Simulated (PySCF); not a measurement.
Sn(Me)(OH)3 (CH6O3Sn), SMILES [CH3][Sn]([OH])([OH])[OH].

The structure is a stationary point at B3LYP-D3(BJ)/def2-SVP. The structure was generated by enumeration; whether it is a known compound was not checked. The def2 effective core potentials stand for the cores of Sn; spin–orbit coupling is left out. Other conformers were not sampled.

Two levels are set side by side: PBE/def2-TZVP (PySCF) and PBE0/def2-TZVP (PySCF). Same geometry, gas phase. Differences are taken from unrounded values.

| quantity | PBE0 |
|---|---|
| orbital gap (eV) | 7.36 |
| highest occupied level (eV) | -8.37 |
| lowest empty level (eV) | -1.01 |
| dipole moment (D) | 0.49 |
| mean polarisability (bohr³) | 59.6 |

**Question.** What does PBE give, and how far is it from PBE0? (The exact figures need the calculation; the answer reports its results.)

**Answer.** 
```json
[
 {"quantity": "orbital gap (eV)", "PBE": "4.81", "PBE minus PBE0": "-2.56"},
 {"quantity": "highest occupied level (eV)", "PBE": "-6.77", "PBE minus PBE0": "1.60"},
 {"quantity": "lowest empty level (eV)", "PBE": "-1.96", "PBE minus PBE0": "-0.96"},
 {"quantity": "dipole moment (D)", "PBE": "0.46", "PBE minus PBE0": "-0.04"},
 {"quantity": "mean polarisability (bohr³)", "PBE": "63.1", "PBE minus PBE0": "3.5"}
]
```

Without exact exchange PBE keeps part of each electron's self-repulsion, which lifts occupied levels and narrows the gap. Loosely held outer electrons make PBE densities more polarisable. Differences between two approximate levels are no errors against the true value.

Rough cost on one machine, each run with all the roots and properties that it gave: PBE0 against PBE within a factor of 2.
